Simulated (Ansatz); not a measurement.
| atom | x (Å) | y (Å) | z (Å) |
| --- | --- | --- | --- |
| Sc | 0.0000 | 0.0000 | 0.0000 |
| F | 1.9679 | 0.0000 | 0.0000 |
| F | -0.9839 | 1.7043 | 0.0000 |
| F | -0.9839 | -1.7043 | 0.0000 |

Basis set: def2-TZVP (spherical functions). Frozen core: 8 orbitals. Charge 0, multiplicity 1.

Computed with Ansatz (development build ahead of 0.2.0); each method stands on the lowest determinant of its kind that the runs found. Restricted open shells among the atoms or ions are ROHF, correlated in semicanonical orbitals with singles.

Problem. Give the atomization energy at this shape (free ground-state atoms in the same class of orbitals less the molecule, no zero-point energy) of singlet ScF3 by RHF-MP2, RHF.

Solution.

| method | atomization energy |
| --- | --- |
| RHF-MP2 | 456.38 kcal/mol |
| RHF | 325.65 kcal/mol |

Caution: the shape is not the minimum.
